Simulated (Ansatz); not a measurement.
Ideal-gas functions of CHCl$_{2}$GeNO, SMILES `O=C=[N][GeH]([Cl])[Cl]` at 600 K and 1 bar, from an Ansatz frequency run at PBE0-D4/def2-TZVP.

Molar mass 186.54 g/mol, point group Cs (symmetry number 1), electronic degeneracy 1, moments of inertia 273.184, 413.049, 562.73 u Å². Harmonic wavenumbers (cm⁻¹, unscaled): 20, 70, 146, 197, 226, 427, 449, 528, 641, 692, 713, 728, 1456, 2244, 2369.

Use S(trans) = R[1.5 ln M + 2.5 ln T − 1.1517]; rotational temperatures θ = 24.2544 K / I; S(rot) = R[ln(√π/σ · √(T³/θAθBθC)) + 1.5]; for each mode x = 1.438777 ν̃/T, S = R[x/(eˣ − 1) − ln(1 − e⁻ˣ)] and H = RT x/(eˣ − 1); 1 cm⁻¹ = 0.0119627 kJ/mol; R = 8.31446 J/(mol·K).

Question: By hand: the entropy, in J/(mol·K).

Answer: Translation 188.6. Rotation: θ = 0.0888, 0.0587, 0.0431 K, giving 131.9. Vibration, mode by mode: 33.57, 23.16, 17.08, 14.63, 13.51, 8.47, 8.09, 6.89, 5.51, 5.00, 4.80, 4.66, 1.17, 0.25, 0.19, in all 147.0. Electronic 0.0. Sum 467.5 J/(mol·K).

Question: By hand: H − E and G − E in kJ/mol, counted from the electronic energy.

Answer: Zero-point energy ½ × 10906 × 0.0119627 = 65.2; thermal vibration 37.9; translation, rotation and pV give 4 RT = 20.0. H − E = 123.1 kJ/mol, and G − E = 123.1 − 600 × 467.5/1000 = -157.4 kJ/mol.

Vibration gives 31 % of the entropy, 73.8 J/(mol·K) of it from the modes under 150 cm⁻¹: soft modes count most, and the harmonic formula is weakest for them. The sum counts one conformer and one mirror image; others add a mixing term.
